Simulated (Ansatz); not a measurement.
Mulliken charges of AlBF2H2O (`O[B](F)[AlH][F]`) from PBE/def2-TZVPP in Ansatz (PBE0-D4/def2-TZVP geometry).

| atom | x (Å) | y (Å) | z (Å) | charge (e) |
| --- | --- | --- | --- | --- |
| O1 | -1.273 | 1.292 | -0.567 | -0.186 |
| B2 | -0.275 | 0.881 | 0.249 | 0.213 |
| F3 | 0.086 | 1.760 | 1.178 | -0.196 |
| Al4 | 0.711 | -1.035 | 0.123 | 0.391 |
| F5 | 1.925 | -1.388 | 1.184 | -0.310 |
| H6 | -1.529 | 0.652 | -1.234 | 0.213 |
| H7 | 0.355 | -2.162 | -0.934 | -0.125 |

Task: By hand: the dipole of these point charges (1 e Å = 4.8032 D).

Result: Σ q r = (-0.527, 0.037, -0.537) e Å, of length 0.753 e Å = 3.62 D.

Task: How does the dipole of the full density compare? (Best estimate.)

Result: The calculation gave: (-0.322, -0.161, -0.441) e Å, 2.73 D; the point charges give 1.33 times that, at 21° from its direction.

Point charges leave out the atoms' own dipoles, such as those of lone pairs, and Mulliken's split depends on the basis, so the two needn't agree.
